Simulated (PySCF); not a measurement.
Match the calculated data to a structure.

All candidates are C5H12SSi.

| technique | computed result |
| --- | --- |
| 1H NMR | chemical shifts (computed TMS as zero) by class: 1.86 (3 H), 1.30 (2 H), 0.95 (3 H), 0.90 (2 H), 0.66 (2 H) ppm [GIAO PBE0/pcSseg-1] |
| Rotational structure | rotational constants A, B, C: 2.750, 1.186, 0.904 GHz [GFN2-xTB] |
| 13C NMR | chemical shifts (computed TMS as zero) by class: 12.1 (1 C), 8.6 (1 C), 6.1 (1 C), -4.6 (2 C) ppm [GIAO PBE0/pcSseg-1] |
| Dipole | 0.92 D [wB97X-D/def2-SVPD] |
| UV, first state | lowest singlet excitation: 5.34 eV (232 nm, f = 0.005) [TDDFT wB97X-D/def2-SVPD] |
| NMR, other nuclei | isotropic shieldings of nuclei other than C and H, by class: 404 (1 Si), 743 (1 S) ppm [GIAO PBE0/pcSseg-1] |

Gas-phase values; electronic properties from PySCF, density fitting. Levels stand in brackets. The structure is a single GFN2-xTB conformer in the gas phase; no vibrational or solvent corrections. NMR classes are plain means over equivalent atoms (diastereotopic ones count apart unless rotation or inversion swaps them), as if these changed places fast.

Question: Which candidate is it?
A. `CC(C)S[C@H]1C[SiH2]1`
B. `CC[Si]1(SC)CC1`
C. `[SiH3][C@@H]1CCCSC1`
D. `C/C=C/C[SiH2]SC`
E. `CCS[C@@H]1C[Si@H]1C`

Answer: B. It is `CC[Si]1(SC)CC1`. Numbering: `[CH3:1][CH2:2][Si:3]1([S:4][CH3:5])[CH2:6][CH2:7]1`. Its formula, C5H12SSi, gives 1 degree of unsaturation: 1 ring and 0 π bonds in the structure found. 5 carbons fall into 4 classes; from least to most shielded: S-methyl carbon [C5] (12.1 ppm), methyl carbon [C1] (8.6 ppm), chain sp3 carbon bound to silicon [C2] (6.1 ppm), ring sp3 carbon bound to silicon [C6/C7] (-4.6 ppm, 2 C). Hydrogen classes from least to most shielded: 3 H on an S-methyl carbon, C5 (1.86 ppm), 2 H on an sp3 carbon bound to silicon, C2 (1.30 ppm), 3 H on a methyl carbon, C1 (0.95 ppm, a mean of values up to 0.5 ppm apart in this geometry), 2 H on 2 like atoms (sp3 carbon bound to silicon), C6/C7 (0.90 ppm), 2 H on 2 like atoms (sp3 carbon bound to silicon), C6/C7 (0.66 ppm). The other shieldings belong to: 404 ppm, four-coordinate silicon [Si3]; 743 ppm, sulfur bonded to C and Si [S4]. By its constants the optimised geometry is an asymmetric top.

The others, at the same levels:
- `CC(C)S[C@H]1C[SiH2]1` fails: it has 5 carbon classes against 4; its computed 13C shifts are 43.8 (1 C), 25.5 (1 C), 23.1 (1 C), 7.0 (1 C), -1.4 (1 C) ppm, 1H shifts are 2.98 (1 H), 2.60 (1 H), 2.52 (1 H), 2.06 (1 H), 1.63 (3 H), 1.56 (3 H), 1.05 (1 H), 0.57 (1 H) ppm and smallest rotational constant is 1.017 GHz (against 0.904 GHz).
- `C/C=C/C[SiH2]SC` fails: it has 5 carbon classes against 4; its computed 13C shifts are 134.6 (1 C), 131.1 (1 C), 22.2 (1 C), 21.5 (1 C), 14.3 (1 C) ppm, 1H shifts are 5.83 (1 H), 5.68 (1 H), 4.55 (2 H), 2.01 (3 H), 1.99 (2 H), 1.80 (3 H) ppm and rotational constant A is 6.805 GHz (against 2.750 GHz).
- `CCS[C@@H]1C[Si@H]1C` fails: it has 5 carbon classes against 4; its computed 13C shifts are 41.8 (1 C), 22.7 (1 C), 20.4 (1 C), 15.3 (1 C), -11.1 (1 C) ppm, 1H shifts are 3.08 (1 H), 2.60 (1 H), 2.56 (1 H), 1.71 (1 H), 1.52 (3 H), 1.25 (1 H), 0.67 (1 H), 0.28 (3 H) ppm and rotational constant A is 4.272 GHz (against 2.750 GHz).
- `[SiH3][C@@H]1CCCSC1` fails: it has 5 carbon classes against 4; its computed 13C shifts are 39.1 (1 C), 36.6 (1 C), 33.8 (1 C), 33.3 (1 C), 27.0 (1 C) ppm, 1H shifts are 3.66 (3 H), 2.74 (1 H), 2.56 (1 H), 2.53 (1 H), 2.48 (1 H), 1.99 (1 H), 1.88 (1 H), 1.68 (1 H), 1.28 (1 H), 1.10 (1 H) ppm and rotational constant A is 3.238 GHz (against 2.750 GHz).

Each candidate is one conformer, not necessarily the lowest. Dipoles, sizes and rotational constants follow the conformer. The torsions of the flexible species, by atom-mapped SMILES:
- `[CH3:1][CH2:2][Si:3]1([S:4][CH3:5])[CH2:6][CH2:7]1`: C1–C2–Si3–S4 178°, C2–Si3–S4–C5 178°
- `[CH3:1][CH:2]([CH3:3])[S:4][C@H:5]1[CH2:6][SiH2:7]1`: C1–C2–S4–C5 68°, C2–S4–C5–C6 -159°
- `[CH3:1]/[CH:2]=[CH:3]/[CH2:4][SiH2:5][S:6][CH3:7]`: C2–C3–C4–Si5 107°, C3–C4–Si5–S6 179°, C4–Si5–S6–C7 179°
- `[CH3:1][CH2:2][S:3][C@@H:4]1[CH2:5][Si@H:6]1[CH3:7]`: C1–C2–S3–C4 75°, C2–S3–C4–C5 -86°

The conformers of `[SiH3][C@@H]1CCCSC1` aren't listed.
